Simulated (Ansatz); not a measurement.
This geometry of BClF2 + FH (6 atoms, charge 0, multiplicity 1) is a first-order saddle point.

All numbers below come from RKS PBE/def2-SVP in Ansatz 0.2.0.

```xyz
6
Properties=species:S:1:pos:R:3
B 0.011 -0.197 0.045
Cl 0.004 0.221 2.025
F 1.157 0.163 -0.527
F -1.157 0.092 -0.521
F 0.058 -1.724 0.428
H 0.047 -1.283 1.500
```

Task: Which two structures does it join? (They come from a converged band through this point; their orientation in space is the band's.)

Result: Bonds broken: B1–Cl2, F5–H6. Bonds formed: B1–F5, Cl2–H6. BClF2 + FH becomes BF3 + ClH.

First end point:

```xyz
6
Properties=species:S:1:pos:R:3
B -0.001 0.162 0.117
Cl -0.011 0.540 1.872
F 1.148 0.206 -0.537
F -1.151 0.136 -0.535
F 0.060 -2.013 0.562
H 0.076 -1.760 1.472
```

Last end point:

```xyz
6
Properties=species:S:1:pos:R:3
B 0.014 -0.381 -0.464
Cl 0.013 0.066 2.533
F 1.142 0.270 -0.697
F -1.154 0.200 -0.687
F 0.055 -1.662 -0.104
H 0.051 -1.222 2.370
```

Task: How far does it lie above each of them?

Result: 0.252 eV above the first and 0.864 eV above the second. This is the barrier of this one path; another mechanism may lie lower. The orbitals stay closed-shell, which can raise the energy where a bond breaks towards radicals; this wasn't checked here.

The run took 81 s on 1 thread of Intel(R) Xeon(R) Platinum 8488C (Sapphire Rapids), on a shared host, peak memory 0.16 GiB.
